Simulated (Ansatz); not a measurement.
`[Br][Ge][Br]` from Hartree–Fock to CCSD(T)

```xyz
3

Br   -0.3464   -1.7808    0.4647
Ge   -0.8925    0.4184   -0.1237
Br    1.2388    1.3624   -0.3410
```

Total charge 0; spin multiplicity 1. Correlated methods include outer-core shells of Br, Ge, which these sets cover unevenly. Scalar relativity is left out up to krypton. Geometry: relaxed with PBE0-D4/def2-TZVP. Frozen core, restricted reference, the Gaussian-basis code of Ansatz.

| basis | HF (Eh) | MP2 corr. | CCSD corr. | (T) | CCSD(T) total |
| --- | --- | --- | --- | --- | --- |
| def2-SVP | ? | ? | -0.66303 | -0.01813 | ? |
| def2-TZVPP | ? | ? | -0.77646 | -0.03024 | ? |
| def2-QZVPP | -7220.43366 | -1.67070 | – | – | – |

Task: Fill in the withheld values. (An estimate is asked.)

Result: The calculation gave: def2-SVP HF (Eh): -7219.39415; def2-SVP MP2 corr.: -0.66274; def2-SVP CCSD(T) total: -7220.07531; def2-TZVPP HF (Eh): -7220.29313; def2-TZVPP MP2 corr.: -0.76915; def2-TZVPP CCSD(T) total: -7221.09983.
